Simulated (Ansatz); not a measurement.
`COB(Cl)Cl`, relaxed with RKS PBE-D4/def2-SVP in Ansatz 0.2.0 from a rough embedded geometry. The force threshold is 0.03 eV/Å; the program also tests the step.

Charge 0, multiplicity 1.

Start:

```xyz
8

C     0.049   -0.852   -0.744
O     0.294    0.514   -0.694
B    -0.022    1.055    0.661
Cl   -1.608    1.799    0.990
Cl    1.335    1.194    1.900
H     0.258   -1.271   -1.674
H     0.708   -1.393    0.031
H    -1.013   -1.046   -0.471
```

(1) By how much does the energy fall, and how many steps does the optimiser take? (Best estimate.)

(2) Which bonds change most? (Estimate.)

(3) Give the relaxed structure. (Best estimate.)

Answers

(1) Ansatz gave: 23.31 kcal/mol, in 11 steps, 1 of them rejected.

(2) The calculation gave: O2–B3 from 1.493 to 1.343 Å; C1–H6 from 1.042 to 1.108 Å; B3–Cl5 from 1.843 to 1.778 Å; C1–H7 from 1.152 to 1.109 Å.

(3) Computed: 
```xyz
8

C     0.078   -0.942   -0.672
O    -0.522    0.311   -0.367
B    -0.203    1.115    0.660
Cl   -1.101    2.623    0.844
Cl    1.078    0.718    1.828
H     0.317   -0.959   -1.754
H     1.001   -1.114   -0.083
H    -0.649   -1.752   -0.456
```
